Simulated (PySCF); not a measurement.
C₃H₅, SMILES [CH2]C=C (connectivity only; charge and spin as stated), charge +1, multiplicity 1. Atoms are numbered in the order given.

```xyz
8

C      0.0000    -1.1838     0.2106
C      0.0000     0.0000    -0.4928
C      0.0000     1.1838     0.2106
H      0.0000    -2.1450    -0.2932
H      0.0000    -1.1909     1.2961
H      0.0000     0.0000    -1.5758
H      0.0000     2.1450    -0.2932
H      0.0000     1.1909     1.2961
```
Charge +1, spin multiplicity 1.

Coordinates come from a B3LYP-D3(BJ)/def2-TZVP optimisation. The spin state was assumed, not searched. The isomer is the one that the SMILES or the coordinates give; other isomers of the formula were not compared.

Two levels are set side by side: PBE/pcSseg-2 (PySCF) and PBE0/pcSseg-2 (PySCF). GIAO shifts against TMS (¹H), TMS (¹³C) at the same level; non-relativistic, no solvent, atoms listed together averaged. Differences are taken from unrounded values.

| quantity | PBE0 | PBE | PBE minus PBE0 |
|---|---|---|---|
| δ(¹³C) of C1, C3 (ppm) | 248.6 | 246.3 | -2.3 |
| δ(¹³C) of C2 (ppm) | 159.7 | 162.7 | 3.0 |
| δ(¹H) of H6 (ppm) | 9.15 | 9.23 | 0.07 |

Here PBE gives about what the other level gives.

Rough cost on one machine, each run with all the roots and properties that it gave: PBE0 against PBE within a factor of 2.
